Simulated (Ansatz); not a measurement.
Cost and result for the atomization energy of C$_{2}$H$_{6}$Cl$_{2}$Si, SMILES `C[SiH](Cl)CCl` (11 atoms, 10 bonds).

```xyz
11

C    -0.434    1.500   -0.273
Si    0.174   -0.204   -0.673
Cl    2.085   -0.091   -1.451
C     0.293   -1.284    0.858
Cl   -1.353   -1.460    1.535
H    -0.494    2.107   -1.179
H     0.240    1.996    0.429
H    -1.428    1.446    0.176
H    -0.675   -0.886   -1.677
H     0.667   -2.281    0.628
H     0.926   -0.843    1.628
```

Total charge 0; spin multiplicity 1. The geometry is a stationary point of PBE0-D4/def2-TZVP. It is one conformer, not always the lowest. Program: Ansatz. All runs use 4 threads of an Arm Neoverse V2 on a shared host. Times are those of one run each, without the atoms' runs, and a repeat can differ threefold. Electronic energies, without spin–orbit coupling; frozen cores. CCSD(T)/CBS adds CCSD(T) − MP2 in def2-TZVPP to the MP2 limit, and its time is that of the two runs behind it. T1 = 0.009. B3LYP takes the VWN-RPA correlation (the form of Gaussian; ORCA's B3LYP/G).

CCSD(T)/CBS is a level of theory with its own doubt, some kJ/mol a heavy atom from the limit and from the frozen cores, so smaller differences don't rank the functionals.

```tsv
level	functions	wall time	atomization (kcal/mol)	difference from CCSD(T)/CBS	per bond
PBE-D4/def2-TZVPP (with forces)	272	2.4 s	938.9	10.6	1.1
PBE0-D4/def2-TZVPP	272	3.2 s	930.6	2.3	0.2
r2SCAN-D4/def2-TZVPP (with forces)	272	4.7 s	931.4	3.1	0.3
B3LYP-D4/def2-TZVPP (with forces)	272	5 s	923.4	-4.9	-0.5
B2PLYP/def2-TZVPP	272	5 s	914.1	-14.2	-1.4
ωB97X-V/def2-TZVPP	272	7.5 s	931.4	3.1	0.3
ωB97M-V/def2-TZVPP (with forces)	272	12 s	932.0	3.7	0.4
MP2/def2-QZVPP	504	19 s	931.3	3.0	0.3
CCSD(T)/def2-TZVPP	272	2.4 min	904.1	-24.2	-2.4
CCSD(T)/CBS(def2)	–	2.7 min	928.3	0.0	0.0
```

From PBE to PBE0 (25 % exact exchange), in def2-TZVPP and without D4, the atomization energy moves by −7.2 kcal/mol: exact exchange takes away binding that semilocal exchange gives to molecules. In def2-TZVPP, CCSD(T) changes the Hartree–Fock value by +204.4 kcal/mol (the triples alone add +12.5 kcal/mol) and MP2 by +217.3 kcal/mol; breaking electron pairs costs correlation energy, which Hartree–Fock lacks. The D4 term adds +10.9 kcal/mol with B3LYP and +5.8 kcal/mol with PBE0; it sums over pairs of atoms, weighted by their polarisabilities, and B3LYP, whose exchange is more repulsive, gets the larger term.
